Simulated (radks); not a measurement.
Er67+, 1 electrons, occupied as 1s1.

Calculated with a radial shooting solver on a logarithmic mesh with Libxc functionals: scalar-relativistic Kohn-Sham, SCAN, spin-polarised, spherical densities, finite nucleus; open shells are filled with parallel spins first (spin-orbit coupling, left out, can overturn this in heavy ions); meta-GGA in the generalised Kohn-Sham scheme; Fermi nuclear charge, rms radius 5.2516 fm.

Energy parts (eV):
| part | energy |
|---|---|
| total | -67344.08 |
| kinetic | 77522.55 |
| electron-nucleus | -144863.39 |
| Hartree | 640.51 |
| exchange-correlation | -643.75 |

Orbitals (lengths in bohr, moments of r in powers of bohr; r(90%) holds 90 % of the orbital's charge):
| orbital | occ. | eigenvalue (eV) | r(90%) |
|---|---|---|---|
| 1s up | 1 | -66921.45 | 0.0364 |

The highest occupied level is 1s up at -66921 eV. For comparison, the ionisation energy in NIST's Atomic Spectra Database is 67241.5 eV (theoretical). In exact Kohn-Sham theory the highest level is minus the ionisation energy, but local and semilocal functionals leave it too shallow, through self-interaction and a potential that decays too fast; potentials with the right tail come closer. The density falls to 0.001 e/bohr^3 at r = 0.13 bohr. The electron density at the nucleus is 4.025e+05 e/bohr^3 (large components only). Summed over all electrons, <r^2> = 0.0005532 bohr^2, which gives a Langevin (diamagnetic) susceptibility term of -0.000438 x 10^-6 cm^3/mol. The spin density at the nucleus is 402537 e/bohr^3 (1s 402537). Spin moment in Bohr magnetons: 1.
